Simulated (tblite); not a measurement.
Q: What does the GFN2-xTB structure of `CC([Si@@H]1[C@@H](C1)SC=C)=O` look like in three dimensions?

A: 
```
atom  x, y, z in Å
C1     3.2693    1.2969    0.8086
C2     2.3323    0.3668    0.8772
S3     0.6386    0.7121    1.2076
C4    -0.0549   -0.9406    1.0276
C5     0.1015   -1.6205   -0.3287
Si6   -1.7009   -1.2595    0.1202
C7    -2.6259    0.1602   -0.7465
C8    -1.8392    1.3097   -1.2994
O9    -3.8318    0.0822   -0.8239
H10    4.2962    1.0396    0.6155
H11    3.0421    2.3391    0.9486
H12    2.5356   -0.6840    0.7395
H13    0.1776   -1.5468    1.8940
H14    0.5985   -1.0317   -1.0890
H15    0.4783   -2.6337   -0.3000
H16   -2.5309   -2.3321    0.6332
H17   -1.1489    0.9435   -2.0573
H18   -1.2454    1.7532   -0.5011
H19   -2.5018    2.0548   -1.7336
```

Any rigid rotation of these coordinates is as good. Atoms count from 1 in this order. Of the pairs four or more bonds apart, S3···H18 is among the closest relative to their van der Waals radii: 2.75 Å, 92 % of the sum of Bondi's values. S3 (sulfide sulfur) is bent (angle 99.9°). The 3-membered ring C4–C5–Si6 has internal angles of 47.3° to 66.8°. Si6 (SiH silicon) has angles from 47.3° to 120.8°.

Bonds between heavy atoms (Å): C1=C2 1.322, C2–S3 1.760, S3–C4 1.801, C4–C5 1.525, C5–Si6 1.892, Si6–C7 1.903, C7–C8 1.499, C7=O9 1.211, C4–Si6 1.906.

Computed geometry: GFN2-xTB, gas phase.

Point group: C1 (no symmetry element, even within 0.4 Å). Its GFN2-xTB frequencies are all real (lowest 30 cm⁻¹). The numbers are those of one conformer (C1–C2–S3–C4 176°, C2–S3–C4–C5 -60°, C5–Si6–C7–C8 -26°).
